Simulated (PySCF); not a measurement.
**Telling isomers of C7H13NSi apart by NMR**

PySCF 2.14.0 with density-fitted response routines calculation with GIAO PBE0/pcSseg-1 shieldings and PBE0-D3(BJ)/def2-SVP structure; in vacuum, non-relativistic, single conformer, averaged over atoms made equivalent by symmetry, fast rotation or ring inversion.

δ = σ(ref) − σ, references computed at the same level: TMS for ¹H (σref 31.27) and ¹³C (σref 184.41). Where no couplings were computed, multiplicities follow the n + 1 count of equivalent neighbours, and m marks all less simple cases (inequivalent or close neighbours, rings, F or P nearby). Shifts are as computed. Against solution values, carbons near 30 ppm lie about +2 ppm off and those near 130 ppm about +5 ppm. Of 1313 compounds with measured shifts, 239 miss one by over three times the rms of a fit or turn the order of signals round; such compounds aren't used in these exercises. OH and NH positions are gas-phase values without hydrogen bonding to other molecules.

(1) Tabulate the signals of `CC#C[Si]1(N(C)C)CC1`, `C=C1CC/C1=C\C[SiH2]N` and their relative energies.

(2) What is the quickest way to tell CC#C[Si]1(N(C)C)CC1 from C=C1CC/C1=C\C[SiH2]N?

## Answers

(1) 
```json
{"SMILES": "CC#C[Si]1(N(C)C)CC1", "carbon types": "2×C 2×CH2 3×CH3", "δC": "112.8, 82.2, 41.9, 6.0, 2.8", "δH": "2.58 (s, 6H), 1.93 (s, 3H), 0.71 (m, 2H), 0.50 (m, 2H)", "E rel. (kcal/mol)": "22.1"}
{"SMILES": "C=C1CC/C1=C\\C[SiH2]N", "carbon types": "2×C 1×CH 4×CH2", "δC": "155.9, 147.6, 123.2, 107.8, 28.7, 27.6, 18.6", "δH": "6.02 (t, 1H), 5.45 (br s, 1H), 4.94 (br s, 1H), 4.70 (t, 2H), 2.78 (m, 2H), 2.55 (m, 2H), 1.71 (m, 2H), 0.09 (br s, 2H)", "E rel. (kcal/mol)": "0.0"}
```

Energies are electronic energies at PBE0/pcSseg-1 on these geometries, without zero-point or thermal terms, each for the one conformer computed, which needn't be the lowest.

(2) Count the carbon signals: 5 against 7. The first has an alkyne carbon (C) at 82.2 ppm, the second an alkene CH at 123.2 ppm. Their most deshielded carbons lie at 112.8 and 155.9 ppm. In the proton spectra the most deshielded non-exchanging signals are 2.58 (s, 6H) and 6.02 (t, 1H).
